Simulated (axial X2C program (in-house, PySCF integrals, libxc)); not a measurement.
Worked dissociation energy of FeP⁺: CCSD, without spin–orbit coupling

Calculated with an in-house all-electron X2C program for linear molecules (integrals from PySCF). Spin-free means the one-electron spin-free X2C Hamiltonian. Basis: Fe dyall-cv3z [9s10p6d3f2g], P dyall-v3z [8s7p2d1f] (cores contracted in-house); Gaussian nuclei, density fitting, unrestricted open shells. Masses: Fe 55.935 u, P 30.974 u.

Molecular state: M_S = 1, Λ = 0 (beyond evenly filled blocks: δ+α, δ-α).

Correlated methods: 12 electrons correlated (number of frozen shells: Fe 3 s, 2 p; P 2 s, 1 p), 222 virtual spin orbitals or spinors in MP2, 90 natural virtuals in coupled cluster.

| Item | Value |
| --- | --- |
| E(Fe+) (2M_S = 5, M_L = 0) | -1271.291204 hartree |
| E(P) (2M_S = 3, M_L = 0) | -341.638602 hartree |
| E(FeP⁺) at Re | -1612.978012 hartree |
| ωe | 306.1 cm⁻¹ |
| ωexe | 3.38 cm⁻¹ |

Task: Work out De and D0.

Result: De = -1271.291204 + (-341.638602) − (-1612.978012) = 0.04821 hartree = 1.312 eV. The zero-point energy is ωe/2 − ωexe/4 = 152 cm⁻¹ = 0.019 eV, so D0 = 1.293 eV.

One determinant describes the state; a PBE0 search over occupations chose it and may have missed a lower one. Dissociation energies refer to the lowest single-determinant-based atoms at the same level and basis. CCSD ran in a truncated set of natural virtual spinors with an MP2 remainder; without triples it tends to underbind. PBE0 can misorder states that lie within some tenths of an eV, so this need not be the ground state of the molecule. The nearest other spin-free determinant of the search, M_S = 1, Λ = 1, lies 0.09 eV up at the distance of the search. The determinant is spin-polarised beyond a pure state at some levels (its spin-free form has ⟨S²⟩ too high), which makes Re and μ there less reliable. With spin–orbit coupling the lowest determinant has another configuration, so this spin-free state is a model.

Each atomic determinant is the lowest at this level and need not be a pure term. Totals compare only within one Hamiltonian and basis.
